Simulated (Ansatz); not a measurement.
H$_{2}$Cl$_{2}$GeS$_{2}$, singlet, geometry from GFN2-xTB, atoms displaced at random by about 0.08 Å a coordinate; PBE/STO-3G, gradient (Ansatz, an electronic-structure program).

Here is a job for Ansatz.
Ansatz 0.2 input:
```yaml
crystal:
  periodic: [false, false, false]
  atoms:
    - {symbol: S, position_ang: [0.24202399, 1.66247098, -1.29401617]}
    - {symbol: Ge, position_ang: [-0.05805265, 0.05008548, 0.05468558]}
    - {symbol: S, position_ang: [1.89115224, -0.73554573, 0.75460589]}
    - {symbol: Cl, position_ang: [-1.00082755, -1.72599401, -1.10470996]}
    - {symbol: Cl, position_ang: [-1.43792594, 0.46608745, 1.66786689]}
    - {symbol: H, position_ang: [0.88588670, 2.45373641, -0.61762333]}
    - {symbol: H, position_ang: [2.63863596, -0.78687643, -0.52941434]}
basis:
  gaussian:
    orbitals: STO-3G
hamiltonian:
  xc: pbe
output: {forces: true}
```

The log (banner, timings and long lists left out):

```
Functional definition: PBE
593 factors; integrals over basis functions are off by at most 2.9e-5 eV
mean field evaluation 1: about -101673.3949 eV, gradient 4.9e2 eV
mean field evaluation 2: about -101850.5205 eV, gradient 9.1e1 eV
mean field evaluation 4: about -101942.8633 eV, gradient 8.7e1 eV
mean field evaluation 8: about -102072.8169 eV, gradient 1.2e1 eV
mean field evaluation 16: about -102073.5540 eV, gradient 6.4e-3 eV
mean field -102073.55398646 eV, -3751.1339210624 hartree, gradient 3.1e-5 eV, S^2 0.000000; 0 other end points of the search recorded, 0 dependent functions left out
the calculation of the forces begins
reference -102073.55400788 eV, -3751.1339218496 hartree; 50, 50 occupied and 6, 6 virtual orbitals, 593 factors
Total energy: -102073.55400788 eV, -3751.1339218496 hartree
Atom 0 at     0.242024     1.662471    -1.294016 Å, force    -3.871504    -3.606420    -4.797877 eV/Å
Atom 1 at    -0.058053     0.050085     0.054686 Å, force     0.644521    -1.413198    -0.316471 eV/Å
Atom 2 at     1.891152    -0.735546     0.754606 Å, force     0.824892    -0.159322    -1.381217 eV/Å
Atom 3 at    -1.000828    -1.725994    -1.104710 Å, force     0.492065     1.406354     0.674030 eV/Å
Atom 4 at    -1.437926     0.466087     1.667867 Å, force     0.336109    -0.167862    -0.186011 eV/Å
Atom 5 at     0.885887     2.453736    -0.617623 Å, force     3.315370     3.615568     4.068402 eV/Å
Atom 6 at     2.638636    -0.786876    -0.529414 Å, force    -1.741454     0.324880     1.939143 eV/Å
Dipole moment:     0.735807     0.511489    -0.059405 e Å
```
